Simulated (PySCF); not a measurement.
Calculated NMR parameters of CC(C)(C)n1ccc(C#N)n1

```
Formula                               : C8H11N3
SMILES                                : CC(C)(C)n1ccc(C#N)n1
Point group of the computed structure : Cs
Degrees of unsaturation               : 5
Carbon signals                        : 6
Proton signals                        : 3
```

Numbering as in the mapped SMILES `[CH3:1][C:2]([CH3:3])([CH3:4])[n:5]1[cH:6][cH:7][c:8]([C:9]#[N:10])[n:11]1`. Each H is labelled by its parent atom.

Level of theory: GIAO PBE0/pcSseg-1 shieldings, structure optimised with GFN2-xTB, in PySCF 2.14.0 with density-fitted response routines (rapidly exchanging positions averaged, non-relativistic Hamiltonian, isolated molecule, single conformer).

Shifts are taken against calculated references (same method and geometry level): 1H and 13C against TMS; NH3 for 15N.

```tsv
carbon	δC, type	δH (multiplicity)	HMBC from (2–3 bonds)	span of the C tensor (ppm)
C1/C3/C4	32.3, CH3	1.60 (s)	H(C1)/H(C3)/H(C4)	44
C2	58.4, C	–	H(C6), H(C1)/H(C3)/H(C4)	46
C6	130.8, CH	7.63 (m)	H(C7)	165
C7	122.4, CH	6.97 (m)	H(C6)	167
C8	127.2, C	–	H(C6), H(C7)	155
C9	119.8, C	–	H(C7)	341
```

Other nuclei:
```
atoms  nucleus                         environment  δ (ppm)  σ (ppm)
  N11      15N  pyridine-type nitrogen of an azole    361.1    -93.4
  N10      15N                    nitrile nitrogen    317.1    -49.4
   N5      15N          pyrrole-type ring nitrogen    264.2      3.5
```

- Carbon types of the structure: 3 × C, 2 × CH, 3 × CH3, which accounts for all hydrogens.
- δC 130.8: aromatic CH next to a ring nitrogen.
- δC 127.2: substituted aromatic carbon next to a ring nitrogen.
- δC 122.4: aromatic CH.
- δC 119.8: nitrile carbon; typical of a nitrile.
- δC 58.4: fully substituted sp3 carbon bonded to N; deshielded by the electronegative neighbour.

Shifts are as computed. Against solution values, carbons near 30 ppm lie about +3 ppm off and those near 130 ppm about +5 ppm. Of 1211 compounds with measured shifts, 218 miss one by over three times the rms of a fit or turn the order of signals round; such compounds aren't used in these exercises. Experimental scales use liquid or dissolved standards, which lie at an offset from isolated NH3 (liquid NH3: subtract about 20 ppm). Unscaled 15N shifts of sp2 nitrogen come out 20 to 40 ppm too high even then. No couplings were computed; multiplicities are counted from neighbouring protons, with m where these are inequivalent, close in shift, in a saturated or five-membered ring or joined by F or P, and br s for small geminal =CH2 splittings.
